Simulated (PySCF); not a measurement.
C5H3Br, SMILES C#CC=C=CBr.

Coordinates come from a TPSSh-D3(BJ)/def2-SVP optimisation. The structure was generated by enumeration, and PubChem lists no compound with its InChIKey, so it may never have been made.

Two levels are set side by side: TDDFT-PBE/def2-SVPD (PySCF) and TDDFT-M06-2X/def2-SVPD (PySCF). Vertical, same geometry. The lowest singlet is HOMO→LUMO 98 % with PBE and HOMO−1→LUMO 93 % with the other functional; states are paired by order. Differences are taken from unrounded values.

| quantity | TDDFT-M06-2X | TDDFT-PBE | TDDFT-PBE minus TDDFT-M06-2X |
|---|---|---|---|
| lowest singlet excitation (eV) | 4.25 | 3.76 | -0.49 |
| lowest triplet excitation (TDA) (eV) | 3.55 | 3.09 | -0.46 |
| first bright state (f over 0.05) (eV) | 5.34 | 4.50 | -0.84 |
| its oscillator strength | 0.44 | 0.06 | -0.39 |

A lower first singlet is the usual sign of a functional without exact exchange. Differences between two approximate levels are no errors against the true value.

Rough cost on one machine, each run with all the roots and properties that it gave: TDDFT-M06-2X against TDDFT-PBE about 20 times.
